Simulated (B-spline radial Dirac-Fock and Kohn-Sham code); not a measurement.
**Dipole and non-dipole photoemission parameters of W²⁺ 4f5/2**

System: tungsten as W²⁺, [Xe] 4f14 5d4; threshold 62.20 eV (orbital energy of the model). The computed values come from a radial atomic solver: Dirac-Hartree-Slater photoionisation with a Latter tail; cross sections with all multipoles, angular parameters from the dipole term and its interference with E2.

For linearly polarised light dσ/dΩ = σ/(4π) [1 + β P₂(cos θ) + (δ + γ cos²θ) sin θ cos φ], with θ from the polarisation vector and φ the angle between the beam and the projection of the electron momentum on the plane normal to the polarisation.

```csv
hν (eV),σ (kb),β,γ,δ
74.3,450,1.869,0.011,0.000
109,1430,0.675,0.006,0.008
150,2350,0.322,0.000,0.013
167,2550,0.295,0.000,0.015
249,2580,0.366,0.001,0.020
300,?,?,?,?
323,2080,0.483,0.005,0.025
465,1210,0.673,0.017,0.033
600,723,0.800,0.035,0.040
650,602,0.837,0.044,0.043
840,317,0.939,0.086,0.054
1290,92.0,1.045,0.219,0.079
1920,25.4,1.063,0.423,0.112
2000,22.1,1.061,0.448,0.116
2860,6.23,1.014,0.686,0.157
3280,3.76,0.984,0.784,0.177
3310,3.63,0.982,0.791,0.178
3740,2.29,0.952,0.879,0.198
4580,1.05,0.895,1.027,0.237
5414.7,0.538,0.845,1.147,0.275
6000,0.355,0.813,1.219,0.301
6260,0.299,0.800,1.249,0.312
6360,0.280,0.795,1.260,0.316
6780,0.216,0.776,1.304,0.335
8047.8,0.106,0.723,1.421,0.388
10900,0.0288,0.630,1.620,0.501
12000,0.0189,0.600,1.678,0.542
13800,0.0102,0.558,1.754,0.607
```

Q: Give the values at 300 eV.

A: σ = 2240 kb, β = 0.446, γ = 0.003, δ = 0.023.
